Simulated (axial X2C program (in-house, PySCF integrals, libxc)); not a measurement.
# RuTe: properties at the nuclei

Computed with an in-house all-electron X2C program for linear molecules (integrals from PySCF): two-component X2C with atomic mean-field Coulomb and Gaunt terms, Gaussian nuclei, basis Te dyall-cv3z, Ru dyall-cv3z with contracted cores.

R = 2.418 Å (near the PBE0 minimum at charge 0 of the determinant lowest at the starting distance; the state shown can have its own minimum elsewhere).

Input and command:
```json
{"zs": [52, 44], "q": 0, "bas": ["dyall-cv3z", "dyall-cv3z"], "r0": 2.42, "levels": ["PBE0", "HF", "LDA", "r2SCAN", "TPSSh"], "nst": 3}
```
```bash
python soeom.py task.json out
```

Keys: zs atomic numbers; q charge; bas basis sets; r0 starting distance in Å; levels methods; nst determinants followed.

Determinant lowest in the PBE0 search, Ω = 4 (⟨Sz⟩ = 2.00, ⟨Lz⟩ = 2.00 at PBE0), spin on the atoms Te 0.48, Ru 1.51:

| level | Eeff magnitude (GV/cm) | Ws magnitude Te (kHz) | Ws magnitude Ru (kHz) | A∥/gI Te (MHz) | qzz Te (a.u.) | A∥/gI Ru (MHz) | qzz Ru (a.u.) | μ (D) |
| --- | --- | --- | --- | --- | --- | --- | --- | --- |
| PBE0 | 3.55 | 0.13 | 0.194 | -89.6 | 0.28 | 467 | 1.29 | 3.73 |
| HF | 6.25 | 0.719 | 0.0282 | -264 | -1.73 | 302 | 0.80 | 5.52 |
| LDA | 3.84 | 0.238 | 0.163 | -90.6 | 1.03 | 561 | 1.20 | 2.68 |
| r2SCAN | 2.68 | 0.0824 | 0.125 | -80.4 | 0.81 | 541 | 1.31 | 3.30 |
| TPSSh | 3.56 | 0.16 | 0.174 | -92.4 | 0.55 | 498 | 1.24 | 3.49 |

Eeff is the effective electric field on the electron electric dipole moment in this Ω state and Ws the scalar–pseudoscalar constant of the nucleus named (defined with the proton number Z and per Ω); A∥ (defined per Ω) follows by multiplying with gI = μI/(I μN); qzz is the electric field gradient, eQq0 = 234.96 MHz × Q/barn × qzz; μ is positive if the Ru end (last atom) is positive. The operators were transformed with the bare-nucleus X2C matrices; with these basis sets, hyperfine constants and field gradients can be off by tens of per cent, and where levels differ in sign neither size nor sign is settled.

Question: With gI(101Ru) = -0.2880, Q(101Ru) = 0.457 barn (g factors from the IAEA table of nuclear moments by Stone; Q from Pyykkö, Mol. Phys. 2018), turn the PBE0 values of the first state into constants in MHz.

Answer: A∥(101Ru) = 467 × -0.2880 = -134 MHz; eQq0(101Ru) = 234.96 × (0.457) × (1.29) = 139 MHz.

Each state is one determinant with collinear spin, which with several unpaired electrons need not be a pure state. Unrestricted Hartree–Fock can overshoot spin polarisation at the nuclei. With several open shells hyperfine constants can be off by a factor of several. Where Eeff spreads by more than a factor of two the levels disagree and none is to be relied on. Open-shell Ω = 0 determinants with evenly filled partner blocks cannot be reached by this program, so the Ω shown need not be the lowest component. At HF a later determinant lies lower. States lie within half an eV, so the first need not be the ground state. Further determinants of the search, some of them spin-mixed, are not shown. Where a field gradient or hyperfine factor spreads by more than a factor of two over the levels, a constant derived from it is not to be relied on.
